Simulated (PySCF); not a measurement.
C3H12OSi2, SMILES C[SiH](C)C[SiH2]O.

Coordinates come from a B3LYP-D3(BJ)/def2-SVP optimisation. This is a generated structure with no PubChem entry under its InChIKey; it may be hypothetical. Other conformers were not sampled.

Calculation: PBE/def2-TZVP (PySCF).

The molecule is in vacuum.

Computed frontier levels, gap, dipole moment:
```json
{
  "highest_occupied_level": "-6.68 eV",
  "lowest_empty_level": "-0.53 eV",
  "orbital_gap": "6.15 eV",
  "dipole_moment": "0.481 e·Å",
  "quadrupole, principal values (traceless, Buckingham form, about the centre of nuclear charge)": "-7.97, -0.30, 8.26 D·Å"
}
```
